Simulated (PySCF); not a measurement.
Input for PySCF: D3(BJ) and D4 dispersion corrections on GeH6S (a complex), monomers drawn apart or pushed together.

```python
from pyscf import gto
from pyscf.dispersion import dftd3, dftd4

mol = gto.M(
    atom='''
    S     0.15622602   -0.37545103   -0.31384901
    H     0.27778211   -1.63364362    0.13843912
    H    -1.17203866   -0.37163864   -0.11926021
    Ge   -0.06220209    0.42973272    5.02398762
    H    -0.19000304    0.58019582    6.55035479
    H    -1.06916144   -0.62704020    4.54449342
    H     1.36225541   -0.02150382    4.67630563
    H    -0.36719463    1.77507853    4.35326017
    ''',
    basis='def2-svp',
    charge=0, spin=0, verbose=0, max_memory=1800)
d3, d4 = {}, {}
for xc in ['hf', 'pbe', 'blyp', 'revpbe', 'tpss', 'r2scan', 'b3lyp', 'pbe0', 'bhlyp', 'camb3lyp', 'b2plyp']:
    d3[xc] = float(dftd3.DFTD3Dispersion(mol, xc=xc, version='d3bj', atm=False).get_dispersion()['energy'])
    print(f'D3(BJ) {xc:10s} {d3[xc]:14.8f} Eh')
for xc in ['hf', 'pbe', 'blyp', 'revpbe', 'tpss', 'r2scan', 'b3lyp', 'pbe0', 'bhlyp', 'camb3lyp', 'b2plyp']:
    d4[xc] = float(dftd4.DFTD4Dispersion(mol, xc={'camb3lyp': 'cam-b3lyp'}.get(xc, xc), atm=True).get_dispersion()['energy'])
    print(f'D4     {xc:10s} {d4[xc]:14.8f} Eh')
```

The log:

```
D3(BJ) hf            -0.02843926 Eh
D3(BJ) pbe           -0.00290111 Eh
D3(BJ) blyp          -0.00617949 Eh
D3(BJ) revpbe        -0.00733529 Eh
D3(BJ) tpss          -0.00364317 Eh
D3(BJ) r2scan        -0.00088069 Eh
D3(BJ) b3lyp         -0.00506400 Eh
D3(BJ) pbe0          -0.00252064 Eh
D3(BJ) bhlyp         -0.00401485 Eh
D3(BJ) camb3lyp      -0.00232646 Eh
D3(BJ) b2plyp        -0.00236434 Eh
D4     hf            -0.00907394 Eh
D4     pbe           -0.00242246 Eh
D4     blyp          -0.00533136 Eh
D4     revpbe        -0.00787999 Eh
D4     tpss          -0.00325482 Eh
D4     r2scan        -0.00068222 Eh
D4     b3lyp         -0.00385294 Eh
D4     pbe0          -0.00205805 Eh
D4     bhlyp         -0.00282692 Eh
D4     camb3lyp      -0.00208704 Eh
D4     b2plyp        -0.00169489 Eh
```

The run finished.

Cost: very roughly 0.05 core-seconds.
